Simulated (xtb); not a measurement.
CHO (SMILES [CH]=O), doublet, from a rough starting geometry; GFN2-xTB (xtb 6.7.1).

Input for xtb:
```
$ xtb mol.xyz --gfn 2 --uhf 1 --opt vtight --json

# file mol.xyz
3

C      0.35008726     0.21878387    -0.00827798
O      0.32133658    -1.07185967    -0.03462519
H     -0.62637670     0.87354000     0.02114745
```

What the program printed (banner, timings and long lists left out):

```
   ID    Z sym.   atoms
    1    6 C      1
    2    8 O      2
    3    1 H      3

           -------------------------------------------------
          |                Calculation Setup                |
           -------------------------------------------------

           -------------------------------------------------
          |                 G F N 2 - x T B                 |
           -------------------------------------------------

          ...................................................
          :                      SETUP                      :
          :.................................................:
          :  # basis functions                   9          :
          :  # atomic orbitals                   9          :
          :  # shells                            5          :
          :  # electrons                        11          :
          :  max. iterations                   250          :
          :  Hamiltonian                  GFN2-xTB          :
          :  restarted?                      false          :
          :  GBSA solvation                  false          :
          :  PC potential                    false          :
          :  electronic temp.          300.0000000     K    :
          :  accuracy                    1.0000000          :
          :  -> integral cutoff          0.2500000E+02      :
          :  -> integral neglect         0.1000000E-07      :
          :  -> SCF convergence          0.1000000E-05 Eh   :
          :  -> wf. convergence          0.1000000E-03 e    :
          :  Broyden damping             0.4000000          :
          :  net charge                          0          :
          :  unpaired electrons                  1          :
          ...................................................

 iter      E             dE          RMSdq      gap      omega  full diag
   1     -6.5921439 -0.659214E+01  0.799E+00    1.44       0.0  T
   2     -6.5944820 -0.233806E-02  0.427E+00    1.31       1.0  T
   3     -6.5751556  0.193264E-01  0.385E+00    1.39       1.0  T
   4     -6.6017143 -0.265587E-01  0.252E-01    1.31       1.0  T
   5     -6.6017333 -0.190691E-04  0.127E-01    1.33       1.0  T
   6     -6.6017622 -0.288843E-04  0.515E-02    1.32       1.1  T
   7     -6.6017651 -0.289385E-05  0.841E-03    1.33       6.9  T
   8     -6.6017652 -0.118254E-06  0.208E-03    1.33      27.7  T
   9     -6.6017652 -0.208608E-08  0.668E-04    1.33      86.5  T
  10     -6.6017652 -0.217648E-09  0.563E-04    1.33     102.5  T

   *** convergence criteria satisfied after 10 iterations ***

         :::::::::::::::::::::::::::::::::::::::::::::::::::::
         ::                     SUMMARY                     ::
         :::::::::::::::::::::::::::::::::::::::::::::::::::::
         :: total energy              -6.574150240805 Eh    ::
         :: gradient norm              0.204431476737 Eh/a0 ::
         :: HOMO-LUMO gap              1.325513384810 eV    ::
         ::.................................................::
         :: SCC energy                -6.601765221083 Eh    ::
         :: -> isotropic ES            0.010902791522 Eh    ::
         :: -> anisotropic ES          0.000289134620 Eh    ::
         :: -> anisotropic XC          0.004059250223 Eh    ::
         :: -> dispersion             -0.000433485450 Eh    ::
         :: repulsion energy           0.027614980278 Eh    ::
         :: add. restraining           0.000000000000 Eh    ::
         :: total charge               0.000000000000 e     ::
         :::::::::::::::::::::::::::::::::::::::::::::::::::::

      -----------------------------------------------------------
     |                   =====================                   |
     |                        A N C O P T                        |
     |                   =====================                   |
     |               Approximate Normal Coordinate               |
[...]
 * total energy  :    -6.5741502 Eh     change       -0.1049051E-08 Eh
 * total energy  :    -6.5945900 Eh     change       -0.2043974E-01 Eh
 * total energy  :    -6.5950759 Eh     change       -0.4859531E-03 Eh
 * total energy  :    -6.5951539 Eh     change       -0.7800509E-04 Eh
 * total energy  :    -6.5951549 Eh     change       -0.9585321E-06 Eh
 * total energy  :    -6.5951551 Eh     change       -0.2402888E-06 Eh
 * total energy  :    -6.5951551 Eh     change       -0.2695639E-09 Eh
   *** GEOMETRY OPTIMIZATION CONVERGED AFTER 7 ITERATIONS ***
[...]
         ::                     SUMMARY                     ::
         :::::::::::::::::::::::::::::::::::::::::::::::::::::
         :: total energy              -6.595155140344 Eh    ::
         :: gradient norm              0.000010859731 Eh/a0 ::
         :: HOMO-LUMO gap              1.375595886112 eV    ::
         ::.................................................::
         :: SCC energy                -6.656855789602 Eh    ::
         :: -> isotropic ES            0.008869044626 Eh    ::
         :: -> anisotropic ES          0.000392177680 Eh    ::
         :: -> anisotropic XC          0.003011395694 Eh    ::
         :: -> dispersion             -0.000443107379 Eh    ::
         :: repulsion energy           0.061700649258 Eh    ::
         :: add. restraining           0.000000000000 Eh    ::
         :: total charge              -0.000000000000 e     ::
         :::::::::::::::::::::::::::::::::::::::::::::::::::::

           -------------------------------------------------
          |                Property Printout                |
           -------------------------------------------------

    * Orbital Energies and Occupations

         #    Occupation            Energy/Eh            Energy/eV
      -------------------------------------------------------------
         1        2.0000           -0.7516122             -20.4524
         2        2.0000           -0.6304601             -17.1557
         3        2.0000           -0.5799698             -15.7818
         4        2.0000           -0.5697528             -15.5038
         5        2.0000           -0.5215679             -14.1926
         6        1.0000           -0.3328923              -9.0585 (HOMO)
         7                         -0.2823401              -7.6829 (LUMO)
         8                          0.1540022               4.1906
         9                          0.6319339              17.1958
      -------------------------------------------------------------
                  HL-Gap            0.0505522 Eh            1.3756 eV
             Fermi-level           -0.3674231 Eh           -9.9981 eV

     #   Z          covCN         q      C6AA      α(0)
     1   6 C        1.779     0.105    28.612     8.647
     2   8 O        0.856    -0.185    17.819     5.660
     3   1 H        0.923     0.079     1.984     2.203

 Mol. C6AA /au·bohr⁶  :        119.539926
 Mol. C8AA /au·bohr⁸  :       2747.486385
 Mol. α(0) /au        :         16.509279

Wiberg/Mayer (AO) data.
largest (>0.10) Wiberg bond orders for each atom

 ---------------------------------------------------------------------------
     #   Z sym  total        # sym  WBO       # sym  WBO       # sym  WBO
 ---------------------------------------------------------------------------
     1   6 C    3.238 --     2 O    2.294     3 H    0.944
     2   8 O    2.335 --     1 C    2.294
     3   1 H    0.986 --     1 C    0.944
 ---------------------------------------------------------------------------

Topologies differ in total number of bonds
Writing topology from bond orders to xtbtopo.mol

molecular dipole:
                 x           y           z       tot (Debye)
 q only:       -0.138       0.510       0.013
   full:       -0.364       0.546       0.017       1.669
molecular quadrupole (traceless):
                xx          xy          yy          xz          yz          zz
 q only:        0.285       0.140      -0.476       0.004      -0.026       0.191
  q+dip:        0.628      -0.346      -0.752      -0.008      -0.024       0.125
   full:        0.359      -0.147      -1.491       0.017      -0.063       1.132

optimized geometry written to: xtbopt.xyz

           -------------------------------------------------
          | TOTAL ENERGY               -6.595155140344 Eh   |
          | GRADIENT NORM               0.000010859731 Eh/α |
          | HOMO-LUMO GAP               1.375595886112 eV   |
           -------------------------------------------------
```
